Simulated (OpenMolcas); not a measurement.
An OpenMolcas run meant for Ni²⁺ (ANO-RCC-VQZP, DKH3; inactive shells 1s 2s 2p 3s 3p; intended active space 8 electrons in 5 orbitals (3d)). One step of its input:

```
&CASPT2
Multistate=10 1 2 3 4 5 6 7 8 9 10
Frozen=2 3
IPEA=0.25
Imaginary=0.1
MaxIter=60
WThr=0.0 0.3 0.05
PrWF=0.5
NoMix
Deleted=20 22
```

The run finished. Its levels beside those of a sound run (SS-CASPT2, IPEA 0.25 Eh, imaginary shift 0.1 Eh (closed shells correlated: 3s 3p)), in cm⁻¹ above each run's lowest level:

| Level | This run | Usual run |
| --- | --- | --- |
| 3d⁸ ³F₄ | 0.0 | 0.0 |
| 3d⁸ ³F₃ | 1366 | 1367 |
| 3d⁸ ³F₂ | 2279 | 2277 |
| 3d⁸ ¹D₂ | 13387 | 12943 |
| 3d⁸ ³P₂ | 18032 | 16671 |
| 3d⁸ ³P₁ | 18492 | 17072 |
| 3d⁸ ³P₀ | 18748 | 17330 |
| 3d⁸ ¹G₄ | 24762 | 22702 |
| 3d⁸ ¹S₀ | 52094 | 52152 |

Which setting is unsound, and how much does it matter here?

Nearly half of the orbitals are deleted from the virtual space, which removes much of the correlation energy. Against the sound run the excited levels shown move by 850 cm-1 on average and by 2100 cm-1 at most.

Term energies are means over components that CASPT2 splits; among the terms shown or strongly mixed into the levels shown the widest spread is 4200 cm-1 (3d⁸ ³F, this run). Some levels mix across a computed gap that differs much from the measured one, so their mixing is not that of the real levels. Levels of configurations outside the active space are missing.
